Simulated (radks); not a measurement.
Problem. The mean radii <r> (bohr) of the occupied orbitals of an atom or ion are listed with their occupations. Calculated with a radial shooting solver on a logarithmic mesh with Libxc functionals: Dirac Kohn-Sham, PBE, spin-unpolarised, spherical densities, point nucleus.

orbital  occ.      <r>
1s1/2       2  0.03185
2s1/2       2   0.1380
2p1/2       2   0.1171
2p3/2       4   0.1221
3s1/2       2   0.3790
3p1/2       2   0.3712
3p3/2       4   0.3820
3d3/2       4   0.3556
3d5/2       6   0.3591
4s1/2       2   0.9420
4p1/2       2    1.013
4p3/2       4    1.044
4d3/2     3.2    1.414
4d5/2     4.8    1.435
5s1/2       2    3.036

Name the element and its charge. Open shells, if any, are shared by 2j + 1.

Solution. Z = 46, palladium, charge 0: Pd in [Kr] 4d8 5s2. The 1s radius gives Z: for a bare nucleus <r> = (2 gamma + 1)/(2Z) with gamma = sqrt(1 - (Z/c)^2), 0.03135 bohr for Z = 46, and screening makes it slightly larger (0.03185 here). The occupations add up to 46, and the charge is Z minus that.
